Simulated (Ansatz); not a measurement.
C4H8Ge can be A, `C=[C]1[CH2][GeH]1[CH3]`, or B, `C=[CH][GeH2][CH]=C`.

Isolated molecules relaxed with PBE0-D4/def2-TZVP in Ansatz; ΔE leaves out vibrations. CCSD(T)/CBS adds triple-zeta CCSD(T) − MP2 to the extrapolated MP2 energy (def2 sets, frozen cores). DFT in def2-TZVPP. B3LYP here is the variant with VWN-RPA as its local correlation; programs differ in this. For Ge outer-core shells are correlated without core-valence functions, which leaves a few kJ/mol of doubt a bond. Scalar relativity is left out up to krypton. One conformer a species, not always the lowest.

**Question.** Which is lower in electronic energy at CCSD(T)/CBS, and by how much? (Estimate.)

**Answer.** The calculation gave: B, by 11.1 kcal/mol.

**Question.** Give E(B) − E(A) in kcal/mol with MP2/def2-TZVPP, PBE-D4, B2PLYP, B3LYP, HF/def2-TZVPP, r2SCAN-D4, CCSD/def2-TZVPP. (An estimate is asked.)

**Answer.** Ansatz gave: MP2/def2-TZVPP -9.0, PBE-D4 -6.8, B2PLYP -11.7, B3LYP -12.1, HF/def2-TZVPP -20.2, r2SCAN-D4 -8.2, CCSD/def2-TZVPP -13.1. None reverses the order clearly.

Largest T1 diagnostic: 0.012.

In def2-TZVPP, CCSD(T) changes the Hartree–Fock value by +7.9 kcal/mol (the triples alone add +0.8 kcal/mol) and MP2 by +11.2 kcal/mol. The D4 term adds −0.7 kcal/mol with B3LYP and −0.4 kcal/mol with PBE0; it sums over pairs of atoms, weighted by their polarisabilities, and B3LYP, whose exchange is more repulsive, gets the larger term.
